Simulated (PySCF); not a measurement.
All values below come from PySCF with TPSSh-D3(BJ)/def2-TZVP // TPSS-D3(BJ)/def2-SVP. Gas-phase values, no solvent. 

Reference species: [Zn(Cl)(F)] (neutral, multiplicity 1).

* **coordination number**: 2
* **HOMO**: -8.61 eV
* **charge on the central atom (meta-Löwdin)**: 1.32 e
* **HOMO–LUMO gap**: 6.34 eV

Changed species: [Zn(Cl)2] (0 of 2 Cl replaced by F; the reference has 1 of 2 Cl replaced by F).

### Question
Give the shifts of the coordination number, HOMO, charge on the central atom (meta-Löwdin) and HOMO–LUMO gap.

### Answer
the coordination number is nearly the same; the HOMO rises by 0.22 eV, to -8.39 eV; the charge on the central atom (meta-Löwdin) decreases by 0.09 e, to 1.23 e; the HOMO–LUMO gap falls by 0.12 eV, to 6.22 eV.
